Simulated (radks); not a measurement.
Values are calculated unless marked as measured or tabulated.
Problem. Species: Xe XVIII. Configuration: [Kr] 4d1. Level of theory: scalar-relativistic Kohn-Sham, SCAN, spin-polarised, spherical densities, finite nucleus; open shells are filled with parallel spins first (spin-orbit coupling, left out, can overturn this in heavy ions); meta-GGA in the generalised Kohn-Sham scheme; Fermi nuclear charge, rms radius 4.7859 fm (a radial shooting solver on a logarithmic mesh with Libxc functionals). Some entries of the table are withheld. Estimate them.

orbital,occ.,eigenvalue (Ry),<r> (bohr)
1s up,1,-2562.323,0.02666
1s down,1,-2562.322,0.02666
2s up,1,-426.9439,0.1145
2s down,1,-426.9008,0.1145
2p up,3,-386.1147,0.1003
2p down,3,-386.0786,0.1002
3s up,1,-111.8268,0.3040
3s down,1,-111.8070,0.3039
3p up,3,-98.52602,0.3017
3p down,3,-98.50080,0.3017
3d up,5,-79.04118,0.2776
3d down,5,-78.99785,0.2776
4s up,1,-42.22021,(1)
4s down,1,-42.02983,(2)
4p up,3,-37.60408,0.6943
4p down,3,-37.41465,0.6943
4d up,1,-30.76180,0.7264

Solution. 
(1) 4s up <r> (bohr): 0.6688
(2) 4s down <r> (bohr): 0.6687
